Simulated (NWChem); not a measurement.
# C$_{2}$HBrF$_{2}$; SMILES C(=C(\Br)F)/F

```xyz
6

F     -0.4462     2.7465     0.0000
C     -0.7302     1.4532     0.0000
C      0.2354     0.5334     0.0000
F      1.5140     0.8452     0.0000
Br    -0.1283    -1.2983     0.0000
H     -1.7914     1.2012     0.0000
```
Atoms are numbered in this order, from 1.

The geometry was optimised at PBE0/def2-SVP.

Spin-orbit effects, on the heavy nuclei and on their neighbours, are missing.

Q: Give the principal values of the shielding tensors (ppm) of F1, C2, C3, F4, Br5 from Hartree-Fock/6-31G* (spherical d), GIAO (NWChem), with their diamagnetic and paramagnetic parts as GIAO splits them.

A: 
```csv
atom,σ11,σ22,σ33,isotropic,diamagnetic,paramagnetic
F1,312.2,362.0,459.5,377.9,473.6,-95.7
C2,-13.9,103.4,111.1,66.9,250.7,-183.8
C3,-13.1,92.0,100.6,59.8,251.4,-191.6
F4,313.3,333.3,384.4,343.6,473.8,-130.1
Br5,1937.7,2211.8,3046.9,2398.8,3118.7,-719.9
```
